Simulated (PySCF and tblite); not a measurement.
Results of a calculation; reference values are marked as such.
System: C5H3FO2S2, numbered as in [CH3:1][S:2][S:3][c:4]1[c:5]([F:6])[c:7](=[O:8])[c:9]1=[O:10].

For the rotation about the S2–S3 bond (torsion C1–S2–S3–C4 from -82° to 82°, rising): electronic barrier 11.06 kcal/mol, zero-point change -0.18 kcal/mol, thermal and entropy terms at 298.15 K a further 0.51 kcal/mol (symmetry numbers apart). The minimum is C1, the saddle Cs. Level: PBE0/pcSseg-1 + D3(BJ) on GFN2-xTB stationary points, with GFN2-xTB thermal terms. Rate constants are transition-state-theory values, counting equivalent paths, without tunnelling. (PySCF 2.14 with density fitting, tblite 0.8.)

Q: How many equivalent paths lead out of the minimum?

A: 1: the symmetry number of the minimum is 1, that of the saddle displaced along its mode 1.

Q: Work out the rate at 298.15 K.

A: ΔG‡ = 11.39 kcal/mol; k_B T/h = 6.2×10¹² s⁻¹; exp(−ΔG‡/RT) = 4.5×10⁻⁹; times 1 gives k = 2.8×10⁴ s⁻¹. Wigner's tunnelling factor for the 104i cm⁻¹ mode would be 1.01.
